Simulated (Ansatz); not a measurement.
# Molecular dynamics of H4O2Sn

Input:

```yaml
crystal:
  periodic: [false, false, false]
  atoms:
    - { symbol: Sn, position_ang: [-0.07388, 0.01079, 0.027893] }
    - { symbol: O, position_ang: [0.034577, -0.03932, 2.036127] }
    - { symbol: H, position_ang: [-0.845932, 0.140913, 2.41892] }
    - { symbol: H, position_ang: [1.569502, -0.240577, -0.432612] }
    - { symbol: H, position_ang: [-0.89202, 1.413397, -0.55465] }
    - { symbol: O, position_ang: [-1.28262, -1.474081, -0.589866] }
    - { symbol: H, position_ang: [-0.898828, -2.337122, -0.340512] }
basis:
  gaussian: { orbitals: def2-SVP }
hamiltonian:
  xc: pbe
  dispersion: d4
md:
  timestep: 1.0
  n_steps: 300
  ensemble: nve
  temperature: 1000.0
  initial_velocities: maxwell_boltzmann
  seed: 79596
```

Run as:

```bash
$ ansatz run input.yaml --threads 1 --pin off --max-ram 2048MiB --backend cpu --events-out ev --progress --plain --runs-dir out
```

It starts from a relaxed structure.

Output, in part (step lines, the closing report, with atoms numbered from 0):

```
md step     0: t =     0.00 fs  T =  1000.0 K  F+E_penalty+E_count = -9982.91406382 eV  E_kin = 0.646300 eV  conserved = -9982.26776383 eV  (24 SCF iters)
[... lines left out ...]
Total energy: -9982.47615460 eV, -366.8492323163 hartree
Atom 0 at    -0.053987     0.044293     0.004591 Å, force    -0.950935    -2.502717     1.681049 eV/Å
Atom 1 at    -0.311524    -0.115929     2.026134 Å, force     0.057182     0.251763    -0.613926 eV/Å
Atom 2 at     0.455781     0.244569     2.503710 Å, force     0.160625     0.055699     0.093860 eV/Å
Atom 3 at     1.496532    -0.325331    -0.410119 Å, force     1.150100    -0.090120    -0.317437 eV/Å
Atom 4 at    -0.801700     1.388977    -0.520704 Å, force    -0.737938     1.255570    -0.623922 eV/Å
Atom 5 at    -1.109460    -1.704037    -0.378664 Å, force     1.910472     0.719852     0.871569 eV/Å
Atom 6 at    -1.815690    -1.411324    -0.931059 Å, force    -1.589507     0.309953    -1.091193 eV/Å
Dipole moment:     0.274654     0.605918    -0.362576 e Å
```

The steps, from the saved trajectory:

| time (fs) | T (K) | potential energy less start (eV) | conserved less start (meV/atom) |
| --- | --- | --- | --- |
| 0 | 1000 | 0.000 | 0.00 |
| 10 | 575 | 0.279 | 0.62 |
| 20 | 476 | 0.345 | 0.83 |
| 30 | 395 | 0.398 | 1.07 |
| 40 | 344 | 0.430 | 0.76 |
| 50 | 178 | 0.537 | 0.79 |
| 60 | 338 | 0.437 | 1.31 |
| 70 | 222 | 0.509 | 0.92 |
| 80 | 441 | 0.364 | 0.37 |
| 90 | 365 | 0.416 | 0.81 |
| 100 | 509 | 0.322 | 0.70 |
| 110 | 584 | 0.273 | 0.60 |
| 120 | 737 | 0.171 | 0.14 |
| 130 | 699 | 0.197 | 0.35 |
| 140 | 632 | 0.245 | 1.05 |
| 150 | 585 | 0.273 | 0.75 |
| 160 | 302 | 0.456 | 0.62 |
| 170 | 372 | 0.414 | 1.14 |
| 180 | 434 | 0.374 | 1.17 |
| 190 | 556 | 0.293 | 0.80 |
| 200 | 676 | 0.213 | 0.45 |
| 210 | 717 | 0.185 | 0.23 |
| 220 | 537 | 0.305 | 0.87 |
| 230 | 556 | 0.290 | 0.48 |
| 240 | 481 | 0.336 | 0.10 |
| 250 | 391 | 0.399 | 0.74 |
| 260 | 434 | 0.372 | 0.83 |
| 270 | 247 | 0.493 | 0.92 |
| 280 | 266 | 0.478 | 0.51 |
| 290 | 327 | 0.442 | 1.02 |
| 300 | 337 | 0.438 | 1.34 |

The run went to its last step. The conserved energy stayed within 1.4 meV per atom of its start (net change 1.3 meV per atom), so the integration is sound. Over the second half the temperature averaged 0.46 of the 1000 K drawn at the start: a run that starts near a minimum puts about half its kinetic energy into the potential. A run of 0.3 ps of so small a system gives no equilibrium averages.

The same pairs are bonded in the first frame and the last. Pairs count as bonded within 1.25 times the sum of covalent radii (0.12 Å more for H–H).

Last frame:

```xyz
7
Properties=species:S:1:pos:R:3
Sn -0.054 0.044 0.005
O -0.311 -0.116 2.026
H 0.456 0.245 2.504
H 1.496 -0.325 -0.410
H -0.802 1.389 -0.521
O -1.109 -1.704 -0.379
H -1.816 -1.411 -0.931
```

Time of the run: 8.9 min on 1 thread of Arm Neoverse V1 (shared host), peak memory 0.14 GiB.
